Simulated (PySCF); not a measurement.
Correlation energy of Gd⁴³⁺ (gadolinium, charge +43)

[Ar] 3d3, high-spin 4F determinant. Calculation: PySCF 2.14, in an even-tempered Gaussian basis (18 s from 8.4 bohr⁻², ratio 2.5; 12 p from 11 bohr⁻², ratio 2.5; 7 d from 11 bohr⁻², ratio 2.5; 4 f from 40 bohr⁻², ratio 2.7; 3 g from 61 bohr⁻², ratio 2.7); scalar relativity by spin-free X2C-1e. Frozen: [Ne]; 11 electrons correlated; the 25 highest virtual orbitals of each spin left out.

MP2 pair energies summed by pair of shells (mhartree):

```
 pair   energy  share (%)
3p-3p  -210.65       44.6
3p-3d  -153.63       32.5
3s-3p   -51.89       11.0
3s-3d   -26.43        5.6
3d-3d   -19.95        4.2
3s-3s    -9.90        2.1
```

Total MP2 correlation energy: -472.46 mhartree.

At this charge the one-electron X2C treatment keeps the bare 1/r₁₂, with no two-electron picture change or Breit term. The effect here is smaller than on the frozen 1s shell; and a scalar Hamiltonian misses the large spin-orbit splitting of the p shells, which matters for ns² → np² pairs.

Spin-orbit coupling is strong in this species, so the high-spin LS determinant is a model state.
